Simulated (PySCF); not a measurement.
PySCF job for 3-chloro-1,1-difluoropropa-1,2-diene (C₃HClF₂), SMILES FC(F)=C=CCl, PBE/pcSseg-1. Geometry optimised at B3LYP-D3(BJ)/def2-SVP.

```python
import numpy as np
from pyscf import gto, scf, dft
from pyscf.prop.nmr import rks as nmr

mol = gto.M(
    atom='''
    F    -2.16481473    0.18399644    1.08142160
    C    -1.43900578   -0.02830377   -0.00000000
    F    -2.16481473    0.18399644   -1.08142160
    C    -0.18847035   -0.40865069    0.00000000
    C     1.06408294   -0.77701979    0.00000000
    Cl    2.40917393    0.34082461   -0.00000000
    H     1.39106739   -1.82210876    0.00000000
    ''',
    basis='pcSseg-1',
    charge=0,
    spin=0,
    max_memory=1600,
    verbose=3,
)
mf = dft.RKS(mol, xc='pbe')
mf.grids.level = 3
mf.conv_tol = 1e-10
mf.max_cycle = 100
mf.kernel()
n = nmr.NMR(mf)
n.verbose = 2
n.max_cycle_cphf = 60
sigma = n.kernel()
print('atom   isotropic/ppm   span/ppm')
for i, s in enumerate(sigma):
    w = np.linalg.eigvalsh((s + s.T) / 2)
    print(f'{mol.atom_symbol(i):2s}{i + 1:3d} {w.mean():14.3f} {w[2] - w[0]:11.3f}')
```

Output:

```
converged SCF energy = -774.173336286619
atom   isotropic/ppm   span/ppm
F   1        229.270      35.159
C   2         18.437      78.692
F   3        229.270      35.159
C   4         -0.984     109.901
C   5         60.414     139.691
Cl  6        594.012     551.031
H   7         24.204       8.653
```

Self-consistency was reached.

Cost: about 13 core-seconds (a rough figure).
